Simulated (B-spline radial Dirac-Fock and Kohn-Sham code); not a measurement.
Satellites and hypersatellites of the K lines of Mo¹⁴⁺

System: the Mo¹⁴⁺ ion in the configuration [Ar] 3d10.

Calculated with a radial B-spline solver, using multi-electron Dirac-Fock with separately optimised hole states, Breit and Lamb-shift corrections added in first order. Each two-hole energy is an average over J within one jj subconfiguration, not an observable level; in light atoms, where LS coupling holds, the j-resolved values are not observed lines, and for a K spectator the Kα1 hypersatellite is nearly forbidden. Correlation and solid-state effects are left out.

Lines without a spectator: Kα2 (K-L2) 17381.1 eV, Kα1 (K-L3) 17486.3 eV, Kβ3 (K-M2) 19611.1 eV, Kβ1 (K-M3) 19629.4 eV. Shifts in eV with one spectator hole (a dash: not computed, or left out as unreliable):

| spectator hole | Kα2 | Kα1 | Kβ3 | Kβ1 |
| --- | --- | --- | --- | --- |
| K (1s) | +468.1 | +478.3 | +595.6 | +597.7 |
| L2 (2p1/2) | +50.0 | +62.1 | – | +135.5 |
| L3 (2p3/2) | +51.8 | +51.1 | +124.5 | – |
| M2 (3p1/2) | – | +7.21 | +17.77 | +21.23 |
| M3 (3p3/2) | +5.90 | – | +19.11 | +18.56 |
| M4 (3d3/2) | +1.41 | -0.65 | – | – |
| M5 (3d5/2) | -0.99 | +0.51 | – | – |

With n spectator holes in 2p, averaged over the 2p shell (energies in eV):

```tsv
n	KαLⁿ	step	hypersatellite KαʰLⁿ
0	17451.2	–	17926.1
1	17505.4	+54.2	17981.7
2	17560.8	+55.4	18038.5
3	17617.5	+56.7	18096.6
4	17675.5	+58.0	18156.0
5	17734.8	+59.3	18216.7
```
